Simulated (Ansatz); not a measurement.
Ansatz (an electronic-structure program) job for BiHF₂, SMILES [F][BiH][F], PBE0-D3(BJ)/def2-TZVP. 

Ansatz 0.2 input:
```yaml
crystal:
  periodic: [false, false, false]
  atoms:
    - {symbol: Bi, position_ang: [-0.02117734, 0.24707256, -0.00000000]}
    - {symbol: H, position_ang: [1.73721826, 0.26360580, 0.00000000]}
    - {symbol: F, position_ang: [0.00113895, -1.15392380, -1.50443639]}
    - {symbol: F, position_ang: [0.00113894, -1.15392379, 1.50443640]}
basis:
  gaussian:
    orbitals: def2-TZVP
hamiltonian:
  xc: pbe0
  dispersion: d3bj
relax: {f_tol: 0.002, max_steps: 200}
```

It prints:

```
WARN ansatz: RAYON_NUM_THREADS=1 ignored (pool sized by the plan → 1); use --threads N
Functional definition: PBE0
integrals: 0.03 GiB planned
761 factors; their error is unknown
mean field: 0.35 GiB planned
mean field evaluation 1: about -11283.5492 eV, gradient 5.6e1 eV
mean field evaluation 2: about -11257.7783 eV, gradient 1.4e2 eV
mean field evaluation 4: about -11288.7199 eV, gradient 3.9e0 eV
mean field evaluation 8: about -11288.7555 eV, gradient 2.3e-2 eV
mean field evaluation 16: about -11288.8545 eV, gradient 1.3e-4 eV
mean field -11288.85447909 eV, -414.8577502460 hartree, gradient 1.1e-5 eV, S^2 0.000000; 0 other end points of the search recorded, 0 dependent functions left out
the calculation of the forces begins
reference -11288.85450364 eV, -414.8577511483 hartree; 21, 21 occupied and 97, 97 virtual orbitals, 761 factors
relax step   1: F+E_penalty+E_count = -11288.89927989 eV  Δ(F+E_penalty+E_count) = +0.000e0 eV  max|allowed force component| = 1.662e0 eV/Å  Δτ_max = 0.0000 Å  (30 SCF iters, accepted)
these checks for a lower state are left out or cut short: starts, cluster_reference, orbital_swaps, neighbouring_geometries, increment
integrals: 0.03 GiB planned
761 factors; their error is unknown
mean field: 0.34 GiB planned
mean field -11288.90566884 eV, -414.8596314347 hartree, gradient 1.6e-5 eV, S^2 0.000000; 0 other end points of the search recorded, 0 dependent functions left out
the calculation of the forces begins
reference -11288.90569359 eV, -414.8596323444 hartree; 21, 21 occupied and 97, 97 virtual orbitals, 761 factors
relax step   2: F+E_penalty+E_count = -11288.95019190 eV  Δ(F+E_penalty+E_count) = -5.091e-2 eV  max|allowed force component| = 5.805e-1 eV/Å  Δτ_max = 0.1352 Å  (39 SCF iters, accepted)
these checks for a lower state are left out or cut short: starts, cluster_reference, orbital_swaps, neighbouring_geometries, increment
integrals: 0.03 GiB planned
761 factors; their error is unknown
mean field: 0.35 GiB planned
mean field evaluation 32: about -11288.9342 eV, gradient 1.3e-4 eV
mean field -11288.93421765 eV, -414.8606805842 hartree, gradient 1.8e-5 eV, S^2 0.000000; 0 other end points of the search recorded, 0 dependent functions left out
the calculation of the forces begins
reference -11288.93424229 eV, -414.8606814898 hartree; 21, 21 occupied and 97, 97 virtual orbitals, 761 factors
relax step   3: F+E_penalty+E_count = -11288.97895745 eV  Δ(F+E_penalty+E_count) = -2.877e-2 eV  max|allowed force component| = 7.175e-2 eV/Å  Δτ_max = 0.0708 Å  (32 SCF iters, accepted)
these checks for a lower state are left out or cut short: starts, cluster_reference, orbital_swaps, neighbouring_geometries, increment
integrals: 0.03 GiB planned
761 factors; their error is unknown
mean field: 0.35 GiB planned
mean field -11288.93472113 eV, -414.8606990869 hartree, gradient 1.7e-5 eV, S^2 0.000000; 0 other end points of the search recorded, 0 dependent functions left out
the calculation of the forces begins
reference -11288.93474576 eV, -414.8606999920 hartree; 21, 21 occupied and 97, 97 virtual orbitals, 761 factors
relax step   4: F+E_penalty+E_count = -11288.97949526 eV  Δ(F+E_penalty+E_count) = -5.378e-4 eV  max|allowed force component| = 1.702e-2 eV/Å  Δτ_max = 0.0065 Å  (34 SCF iters, accepted)
these checks for a lower state are left out or cut short: starts, cluster_reference, orbital_swaps, neighbouring_geometries, increment
integrals: 0.03 GiB planned
761 factors; their error is unknown
mean field: 0.35 GiB planned
mean field -11288.93477979 eV, -414.8607012424 hartree, gradient 1.7e-5 eV, S^2 0.000000; 0 other end points of the search recorded, 0 dependent functions left out
the calculation of the forces begins
reference -11288.93480441 eV, -414.8607021474 hartree; 21, 21 occupied and 97, 97 virtual orbitals, 761 factors
relax step   5: F+E_penalty+E_count = -11288.97956570 eV  Δ(F+E_penalty+E_count) = -7.044e-5 eV  max|allowed force component| = 2.049e-3 eV/Å  Δτ_max = 0.0051 Å  (34 SCF iters, accepted)
these checks for a lower state are left out or cut short: starts, cluster_reference, orbital_swaps, neighbouring_geometries, increment
integrals: 0.03 GiB planned
761 factors; their error is unknown
mean field: 0.35 GiB planned
mean field -11288.93478089 eV, -414.8607012830 hartree, gradient 1.7e-5 eV, S^2 0.000000; 0 other end points of the search recorded, 0 dependent functions left out
the calculation of the forces begins
reference -11288.93480552 eV, -414.8607021880 hartree; 21, 21 occupied and 97, 97 virtual orbitals, 761 factors
relax step   6: F+E_penalty+E_count = -11288.97956609 eV  Δ(F+E_penalty+E_count) = -3.888e-7 eV  max|allowed force component| = 8.699e-4 eV/Å  Δτ_max = 0.0003 Å  (34 SCF iters, accepted)
integrals: 0.03 GiB planned
761 factors; their error is unknown
mean field: 0.35 GiB planned
mean field evaluation 64: about -11288.9348 eV, gradient 9.6e-5 eV
mean field -11288.93478089 eV, -414.8607012830 hartree, gradient 1.7e-5 eV, S^2 0.000000; 1 other end points of the search recorded, 0 dependent functions left out
the calculation of the forces begins
reference -11288.93480552 eV, -414.8607021880 hartree; 21, 21 occupied and 97, 97 virtual orbitals, 761 factors
Total energy: -11288.97959072 eV, -414.8623480137 hartree
Atom 0 at    -0.016330     0.192819     0.000000 Å, force    -0.000870     0.000543     0.000000 eV/Å
Atom 1 at     1.785348     0.305805    -0.000000 Å, force     0.000753    -0.000043    -0.000000 eV/Å
Atom 2 at    -0.025349    -1.147897    -1.488739 Å, force     0.000059    -0.000250    -0.000248 eV/Å
Atom 3 at    -0.025349    -1.147897     1.488739 Å, force     0.000059    -0.000250     0.000248 eV/Å
Dipole moment:    -0.120598     0.916018     0.000000 e Å
```

The calculation finished and met its thresholds.
